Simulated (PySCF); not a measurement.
**RhI: one state, many levels of theory**

State: ³Δ (triplet), unpaired electrons σ ↑, δ ↑. Set-up: basis Rh def2-TZVPP with ECP28, I def2-TZVPP with ECP28; scalar-relativistic core potentials; PySCF 2.14. De refers to Rh (4d8 5s1) + I in their high-spin ground configurations, without counterpoise correction. The functionals are run spin-unrestricted. A positive dipole means Rh(−)I(+).

```csv
Level,Re (Å),ωe (cm⁻¹),De (eV),μ (D),"CPU s a point (SCF and correlation, without the integrals)"
UHF,2.695,185,n/a,-7.25,3.1
UHF-MP2,2.519,222,n/a,n/a,6.3
UHF-SCS-MP2,2.555,212,n/a,n/a,n/a
PBE,2.543,215,2.97,-3.79,2.5
PBEsol,2.507,227,3.25,-3.66,1.6
PW91,2.542,215,2.99,-3.77,1.6
r²SCAN,2.541,217,2.88,-4.36,3.5
TPSSh,2.555,213,2.89,-4.54,5.2
PBE0,2.553,214,2.83,-4.73,5.6
B97-3,2.579,205,2.80,-4.80,3.4
LC-ωPBE,2.553,220,2.84,-5.55,9.8
```

(1) What does second-order correlation do here, going from UHF to UHF-MP2?

Correlated steps freeze 4 core orbitals. The metal atom is held in its measured ground configuration; semilocal functionals can put another filling of s and d lower by some tenths of an eV, and De to that atom would be smaller. These are scalar-relativistic numbers at best; spin–orbit coupling would shift them, the dissociation energy most. With d or f electrons several states lie close, and the lowest PBE0 determinant need not be the measured ground state.

The whole job (state search and all levels along the bond) took about 8.7 min on 2 threads of Arm Neoverse V1 (shared host), peak memory 4 GiB.

## Answers

(1) UHF-MP2 less UHF: -17.6 pm in Re, +20.0 % in ωe. Correlation nearly always deepens the well. The bond shortens, as in weak, metallic or heavy-atom bonds, where dispersion and the correlation of outer-core electrons pull the atoms together.
